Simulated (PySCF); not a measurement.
# Removing an electron from `C=C[CH2][AlH][CH2][SiH3]`

Compound: C4H11AlSi.
Cartesian coordinates in Å at the PBE0-D3(BJ)/def2-SVP level; atoms count from 1:
```
atom  x, y, z in Å
C1     1.5990    0.7175   -0.6771
C2     2.0241   -0.4819   -0.0284
C3     1.2735   -1.1929    0.8972
Al4    0.1280   -0.7423   -1.0309
C5    -1.6741   -0.2227   -0.4369
Si6   -1.8709    1.2139    0.7386
H7     1.0463    1.4573   -0.0831
H8     2.2542    1.1432   -1.4400
H9     2.8349   -1.0363   -0.5213
H10    0.5411   -0.6819    1.5336
H11    1.5978   -2.1844    1.2177
H12    0.3833   -1.7826   -2.2001
H13   -2.1492   -1.1163    0.0068
H14   -2.2502    0.0049   -1.3528
H15   -1.3370    2.4774    0.1363
H16   -3.2981    1.4615    1.1200
H17   -1.1096    0.9776    2.0097
```

Level: CAM-B3LYP/def2-SVPD (PySCF). Frontier orbitals with their largest atomic shares (Löwdin; up to four atoms above 4 %):

| orbital | ε (eV) | main atoms |
| --- | --- | --- |
| HOMO−3 | -10.66 | Si6 30 %, H15 26 %, C5 17 %, H13 5 % |
| HOMO−2 | -10.13 | C5 16 %, H12 16 %, Al4 16 %, C2 12 % |
| HOMO−1 | -9.17 | C5 32 %, Al4 22 %, H12 19 %, Si6 10 % |
| HOMO | -8.10 | ? |
| LUMO | 0.05 | C2 29 %, Al4 18 %, C3 17 %, C1 11 % |
| LUMO+1 | 0.98 | Al4 44 %, Si6 12 %, C2 4 % |
| LUMO+2 | 1.27 | Al4 33 %, C3 14 %, H12 10 %, H11 8 % |

Question: What vertical ionisation energy does ΔSCF give, and how far is −ε(HOMO) from it?

Answer: ΔSCF: 8.74 eV (843 kJ/mol; threshold wavelength 142 nm); ⟨S²⟩ of the doublet left behind is 0.785, against 0.75 for a pure doublet. −ε(HOMO) is 8.10 eV, 0.64 eV below it. In exact Kohn–Sham theory the two would be equal; CAM-B3LYP (range-separated hybrid) falls short of its own ΔSCF value by 7 %. Holes in the HOMO−1 and HOMO−2 were tried too where these lie within 1.2 eV of the HOMO; the lowest converged state counts.

Question: On which atoms does the HOMO lie?

Answer: C1 (terminal =CH2 carbon) 31 %, C3 (allylic carbon) 27 %, Al4 (aluminium bonded to 2 C and H) 13 %, C2 (alkene CH carbon) 13 %, so no atom holds as much as 40 %. The HOMO−1 lies 1.07 eV lower.

Question: How many of the 10 lowest singlet excitations (vertical TDDFT, same level) lie below the ionisation energy?

Answer: All 10; they run from 5.11 to 7.60 eV.

Question: Shift the occupied levels rigidly so that −ε(HOMO) equals the ΔSCF value. What binding energies result?

Answer: The shift is +0.64 eV: HOMO 8.74, HOMO−1 9.81, HOMO−2 10.77, HOMO−3 11.30 eV. A rigid shift is only a rough guide to the deeper ionisations.

One conformer (not necessarily the lowest) at the PBE0-D3(BJ)/def2-SVP geometry, without solvent, vibrations or thermal averaging.
